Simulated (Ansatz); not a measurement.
Ansatz (a quantum-chemistry and plane-wave program) input (B97M-V/def2-TZVPD):

Ansatz 0.2 input:
```yaml
crystal:
  periodic: [false, false, false]
  atoms:
    - {symbol: C, position_ang: [2.26825180, 0.00920836, 0.68037761]}
    - {symbol: C, position_ang: [1.11709528, -0.00001782, 0.01539811]}
    - {symbol: C, position_ang: [0.39616370, -1.26897924, -0.35207038]}
    - {symbol: C, position_ang: [-1.04514369, -1.26034512, 0.17995232]}
    - {symbol: C, position_ang: [-1.79411453, -0.00338328, -0.26429894]}
    - {symbol: C, position_ang: [-1.04460758, 1.26540209, 0.14398108]}
    - {symbol: C, position_ang: [0.39670013, 1.25827010, -0.38806301]}
    - {symbol: H, position_ang: [2.76030041, 0.93658544, 0.94831396]}
    - {symbol: H, position_ang: [2.75990838, -0.91037111, 0.97461799]}
    - {symbol: H, position_ang: [0.94057153, -2.13864466, 0.01963892]}
    - {symbol: H, position_ang: [0.36089062, -1.35318767, -1.44565282]}
    - {symbol: H, position_ang: [-1.01904170, -1.29837675, 1.27369339]}
    - {symbol: H, position_ang: [-1.57111742, -2.15689325, -0.15687746]}
    - {symbol: H, position_ang: [-1.90894295, -0.01888155, -1.35423284]}
    - {symbol: H, position_ang: [-2.80288934, 0.00281320, 0.15575705]}
    - {symbol: H, position_ang: [-1.01848284, 1.33455463, 1.23619566]}
    - {symbol: H, position_ang: [-1.57020277, 2.15221757, -0.21824704]}
    - {symbol: H, position_ang: [0.36145619, 1.31131645, -1.48360021]}
    - {symbol: H, position_ang: [0.94147928, 2.13793714, -0.04126739]}
basis:
  gaussian:
    orbitals: def2-TZVPD
hamiltonian:
  xc: {name: B97M-V}
output: {forces: true}
```

End of the output:

```
Atom 5 at    -1.044608     1.265402     0.143981 Å, force     0.065986    -0.160761    -0.104879 eV/Å
Atom 6 at     0.396700     1.258270    -0.388063 Å, force    -0.076990    -0.176205     0.106431 eV/Å
Atom 7 at     2.760300     0.936585     0.948314 Å, force    -0.058694    -0.095941    -0.033886 eV/Å
Atom 8 at     2.759908    -0.910371     0.974618 Å, force    -0.058653     0.094962    -0.036605 eV/Å
Atom 9 at     0.940572    -2.138645     0.019639 Å, force    -0.037742     0.087775    -0.038640 eV/Å
Atom 10 at     0.360891    -1.353188    -1.445653 Å, force    -0.011340     0.014224     0.080256 eV/Å
Atom 11 at    -1.019042    -1.298377     1.273693 Å, force     0.000812     0.012205    -0.090321 eV/Å
Atom 12 at    -1.571117    -2.156893    -0.156877 Å, force     0.053973     0.091553     0.046542 eV/Å
Atom 13 at    -1.908943    -0.018882    -1.354233 Å, force     0.020525     0.001203     0.084742 eV/Å
Atom 14 at    -2.802889     0.002813     0.155757 Å, force     0.105462    -0.000815    -0.055642 eV/Å
Atom 15 at    -1.018483     1.334555     1.236196 Å, force     0.000807    -0.014772    -0.089936 eV/Å
Atom 16 at    -1.570203     2.152218    -0.218247 Å, force     0.053934    -0.090213     0.049130 eV/Å
Atom 17 at     0.361456     1.311316    -1.483600 Å, force    -0.011345    -0.011928     0.080628 eV/Å
Atom 18 at     0.941479     2.137937    -0.041267 Å, force    -0.037780    -0.088824    -0.036125 eV/Å
Dipole moment:    -0.142861    -0.000687    -0.050361 e Å
```
